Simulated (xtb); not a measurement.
Si(H)2(OH)2 (H4O2Si), SMILES O[SiH2]O. All values are semi-empirical tight-binding results from xtb (GFN2-xTB unless named), good for trends rather than for accurate numbers. Geometry optimised at GFN2-xTB. The values are those of a single conformer.

Optimised geometry:

Bond lengths (Å): Si1–O2 1.628, Si1–O3 1.628, Si1–H4 1.453, Si1–H5 1.453, O2–H6 0.953, O3–H7 0.953. Bond angles (°): O2–Si1–O3 113.1, O2–Si1–H4 100.4, O2–Si1–H5 112.9, O3–Si1–H4 112.9, O3–Si1–H5 100.4, H4–Si1–H5 117.8, Si1–O2–H6 121.8, Si1–O3–H7 121.8.

```
Quantity                                       Result
--------------------------------------  -------------
point group as xtb finds it                        C2
orbital gap                                   6.99 eV
dipole moment                                  1.42 D
zero-point energy                       27.0 kcal/mol
G − E(el) at 298.15 K (modified RRHO)   10.7 kcal/mol
static polarisability (D4 model)           42.9 bohr³
solvation energy, GFN2-xTB/ALPB(water)  -7.0 kcal/mol
solvation energy, GFN2-xTB/ALPB(dmf)    -8.1 kcal/mol
```

Computed atomic charges and the Wiberg bond orders between heavy atoms:
charges (e) Si1 0.55, O2 -0.49, O3 -0.49, H4 -0.08, H5 -0.08, H6 0.30, H7 0.30. Bond orders Si1–O2 1.14, Si1–O3 1.14.
